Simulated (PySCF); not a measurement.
WOCl + HCl → HWO + Cl₂

Level: PBE0 in the def2-TZVP basis family, computed in PySCF with density fitting; scalar-relativistic core potentials for atoms from Rb on, none lighter, no spin–orbit coupling; open shells unrestricted.

```tsv
species	state and structure	ZPE (kJ/mol)	H(298 K) − H(0) (kJ/mol)	S° (J/(mol K))
WOCl	quartet, Cs, W–Cl 2.302 Å, W–O 1.690 Å; Cl–W–O 142.4°	9.2	12.7	309.4
HCl	singlet, C∞v, H–Cl 1.279 Å	17.9	8.7	186.6
HWO	quartet, Cs, W–H 1.756 Å, W–O 1.684 Å; H–W–O 121.1°	20.7	10.5	272.4
Cl₂	singlet, D∞h, Cl–Cl 1.982 Å	3.5	9.1	222.5
```

Problem. Is the gas-phase reaction uphill or downhill in electronic energy at this level, and by how much?

Solution. At PBE0/def2-TZVP, ΔE = 357.4 kJ/mol, uphill. 

Problem. Add zero-point, thermal and entropy terms for 298.15 K and 1 bar.

Solution. ΔZPE = -2.9 and Δ[H(298) − H(0)] = -1.8 kJ/mol give ΔH° = 352.7 kJ/mol. ΔS° = -1.1 J/(mol K), so ΔG° = 352.7 − 298.15 × (-0.0011) = 353 kJ/mol.

Spin–orbit coupling can matter for WOCl, HWO and is left out. Open d or f shells are single determinants, so the state found may not be the ground state. Only the bonding shown was studied: isomers, or loss of a ligand pair, can lie lower.
